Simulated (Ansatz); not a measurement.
## SnNH3S2 (SMILES [NH2][SnH]1[S][S]1): methods side by side

SnNH3S2: 7 atoms, total charge 0, spin state singlet. SMILES: `[NH2][SnH]1[S][S]1`. Geometry: relaxed at PBE0-D4/def2-TZVP. This is one conformer, not always the lowest.

```csv
atom,x (Å),y (Å),z (Å)
N,-0.8589,1.1804,0.0332
Sn,0.6588,-0.1259,0.0096
S,0.4369,-1.9473,1.4902
S,0.2923,-2.3816,-0.6393
H,-0.8473,1.8458,-0.7290
H,-1.7637,0.7272,0.0579
H,2.1431,0.6334,-0.2683
```

Each level gives the vertical energy of the triplet above the singlet (eV). The values are calculated.

```
                              level                    kind  program  value (eV)  less CCSD(T)/def2-SVP  CPU time (all runs)
     BLYP/def2-SVP (core potential)                     GGA   Ansatz        2.32                  -0.29                 55 s
      PBE/def2-SVP (core potential)                     GGA   Ansatz        2.31                  -0.30                 32 s
    B3LYP/def2-SVP (core potential)           global hybrid   Ansatz        2.40                  -0.21                 41 s
    BHLYP/def2-SVP (core potential)           global hybrid   Ansatz        2.50                  -0.11                 41 s
CAM-B3LYP/def2-SVP (core potential)  range-separated hybrid   Ansatz        2.49                  -0.12                 36 s
    wB97X/def2-SVP (core potential)  range-separated hybrid   Ansatz        2.59                  -0.02              2.4 min
      MP2/def2-SVP (core potential)     perturbation theory   Ansatz        2.62                  +0.01                 26 s
  CCSD(T)/def2-SVP (core potential)   coupled cluster or CI   Ansatz        2.61                   0.00              3.5 min
```

CCSD(T)/def2-SVP (core potential) is the highest level here, not the true value. Spin-orbit coupling is left out. The values span 2.31 to 2.62 eV. In the correlated wave-function rows the outer d shell of Sn is correlated, in sets not made for it. CPU times are rough (shared hosts, several kinds of processor and program).
